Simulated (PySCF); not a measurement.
Cartesian coordinates in Å; atom numbers follow the order of the lines, from 1:
```xyz
14

Si   -2.9696    0.4803    0.2839
N    -1.3393   -0.0649    0.5877
Si   -0.0140   -0.2133   -0.5112
S     1.5617    1.1754   -0.0043
Si    3.2306   -0.1761   -0.0567
H    -3.2966    1.7089    1.0717
H    -3.9758   -0.5660    0.6461
H    -3.0699    0.7795   -1.1732
H    -1.1110   -0.2545    1.5616
H    -0.5458    0.0782   -1.8701
H     0.6074   -1.5741   -0.4742
H     4.4351    0.6502    0.2394
H     3.0909   -1.2515    0.9704
H     3.3833   -0.8172   -1.3970
```

One computed conformer, no relativistic terms, one averaged value for each set of equivalent atoms, gas phase. Structure optimised with PBE0-D3(BJ)/def2-SVP; NMR shieldings at PBE0/pcSseg-1/GIAO; PySCF 2.14.0 with density-fitted response routines.

Scale: ¹H and ²⁹Si against TMS; ¹⁵N vs NH3; CS2 for ³³S (reference shieldings calculated alike).

```csv
atoms,nucleus,count,Hirshfeld charge,δ (ppm)
H9,¹H,1,0.12,?
N2,¹⁵N,1,-0.32,22.4
H10/H11,¹H,2,-0.07,5.26
H6/H7/H8,¹H,3,-0.08,4.75
H12/H13/H14,¹H,3,-0.07,4.55
S4,³³S,1,-0.18,-297
Si3,²⁹Si,1,0.35,?
Si1,²⁹Si,1,0.35,-48.5
Si5,²⁹Si,1,0.28,?
```

Question: Estimate the values marked ?.

Answer: 
- H9: -0.26 ppm, hydrogen on a nitrogen bonded to 2 Si; exchangeable; this is the value without hydrogen bonding to other molecules
- Si3: -10.9 ppm, silicon bonded to N, S, 2 H
- Si5: -51.2 ppm, silicon bonded to S, 3 H

Exchangeable OH/NH protons stand at their gas-phase positions; hydrogen bonding in a real sample shifts them, mostly to higher δ. Experimental scales use liquid or dissolved standards, which lie at an offset from isolated NH3 (liquid NH3: subtract about 20 ppm).
